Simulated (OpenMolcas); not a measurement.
Ti3+ (d1) in a complex was computed by CASSCF with the d shell active (OpenMolcas, ANO-RCC-VDZP on the metal). Its lowest spin-free states, and all those of the highest spin:

| 2S+1 | Degeneracy | E (cm-1) |
| --- | --- | --- |
| 2 | 2 | 0.0 |
| 2 | 1 | 2163 |
| 2 | 1 | 3046 |
| 2 | 1 | 15369 |

Is the site octahedral, tetrahedral or cube-like, axial, or of lower symmetry?

The states with 2S+1 = 2 have orbital degeneracies 2, 1, 1, 1. There are pairs but no triples, so the site is axial: not cubic, but with a proper or improper axis of order three or more. The run had Ti3+ with 5 ligands (chloride) in square pyramidal coordination (C4v) at 2.37 Å, the axial distance 2.631 Å. A charge of +0.4 e stands 2.8 Å behind each ligand. Ligand basis ANO-RCC-VDZP.

An orbital doublet at a regular site is open to a Jahn-Teller distortion, which this geometry leaves out. The least metal-like active orbital is 84 % on the metal (Löwdin) and no ligand orbital is active, so the numbers are rough. Ligand-to-metal charge-transfer states are missing. With metal d orbitals alone and no dynamic correlation the field as a rule comes out too small, by tens of per cent, by up to half for chloride and softer ligands. No measured value stands beside these numbers; the geometry is a model, was not optimised and need not be the one that this ion takes.
